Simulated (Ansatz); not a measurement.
Consider the ligand exchange at the Al–O bond: `C[O][AlH2]` + `N[SiH2]F` → `F[SiH2][NH][AlH2]` + CH₃OH.

Isolated molecules relaxed with PBE0-D4/def2-TZVP in Ansatz; ΔE leaves out vibrations. CBS: MP2 limit from def2 TZ/QZ plus the TZ coupled-cluster correction, frozen cores. This one scheme is used for every species. DFT in def2-TZVPP. B3LYP here is the variant with VWN-RPA as its local correlation; programs differ in this. HSE06 is defined as in plane-wave codes. One conformer a species, not always the lowest.

| level | ΔE (kcal/mol) | difference from CCSD(T)/CBS |
| --- | --- | --- |
| LDA (SPW92) | 8.6 | 1.1 |
| B3LYP-D4 | 8.8 | 1.3 |
| r2SCAN0-D4 | 8.1 | 0.6 |
| r2SCAN | 8.4 | 0.9 |
| r2SCAN0 | 8.2 | 0.7 |
| HSE06 | 7.8 | 0.3 |
| BHLYP | 9.4 | 1.9 |
| CAM-B3LYP | 9.8 | 2.3 |
| RPA@PBE/def2-TZVPP | 7.2 | -0.3 |
| HF/def2-TZVPP | 9.2 | 1.7 |
| CCSD(T)/CBS | 7.5 | 0 |

Largest T1 diagnostic among the species: 0.012.

In def2-TZVPP, CCSD(T) changes the Hartree–Fock value by −1.6 kcal/mol (the triples alone add −0.3 kcal/mol) and MP2 by −1.3 kcal/mol. Leaving LDA and LC-ωPBE aside and taking each functional with its dispersion term where it has one, the values, not all of them listed here, spread over 1.9 kcal/mol, from HSE06-D4 to CAM-B3LYP-D4.
